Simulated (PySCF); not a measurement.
# Telling isomers of C6H9F3O2 apart by NMR

Computed data (PySCF 2.14): coordinates at the GFN2-xTB level, GIAO PBE0/pcSseg-1 shieldings. One conformer, relativity neglected, isolated molecule, one averaged value for each set of equivalent atoms.

Referencing at the same level of theory: TMS for $^{1}$H (σ = 31.72 ppm), $^{13}$C (σ = 186.93 ppm). Splittings of carbon signals by F and P are missing where no couplings were computed. Where no couplings were computed, multiplicities follow the n + 1 count of equivalent neighbours, and m marks all less simple cases (inequivalent or close neighbours, rings, F or P nearby). Shifts are as computed. Against solution values, carbons near 30 ppm lie about +3 ppm off and those near 130 ppm about +5 ppm. Of 1211 compounds with measured shifts, 218 miss one by over three times the rms of a fit or turn the order of signals round; such compounds aren't used in these exercises.

(1) Tabulate the signals of `CO[C@@H]1C[C@]1(C)OC(F)(F)F`, `CCOC1(OC(F)(F)F)CC1` and their relative energies.

(2) What is the quickest way to tell CO[C@@H]1C[C@]1(C)OC(F)(F)F from CCOC1(OC(F)(F)F)CC1?

Answers

(1) 
```tsv
SMILES	carbon types	δC	δH	E rel. (kcal/mol)
CO[C@@H]1C[C@]1(C)OC(F)(F)F	2×C 1×CH 1×CH2 2×CH3	132.8, 66.1, 65.2, 61.4, 24.9, 20.8	3.65 (s, 3H), 2.77 (m, 1H), 1.84 (m, 1H), 1.61 (s, 3H), 0.73 (m, 1H)	6.6
CCOC1(OC(F)(F)F)CC1	2×C 3×CH2 1×CH3	131.8, 95.2, 68.0, 17.0, 15.9	3.92 (q, 2H), 1.32 (t, 3H), 1.27 (m, 2H), 1.15 (m, 2H)	0.0
```

Energies are electronic energies at PBE0/pcSseg-1 on these geometries, without zero-point or thermal terms, each for the one conformer computed, which needn't be the lowest.

(2) Count the carbon signals: 6 against 5. The first has a three-membered-ring carbon (CH) at 65.2 ppm, the second an sp3 CH2 bonded to O at 68.0 ppm. Their most deshielded carbons lie at 132.8 and 131.8 ppm.
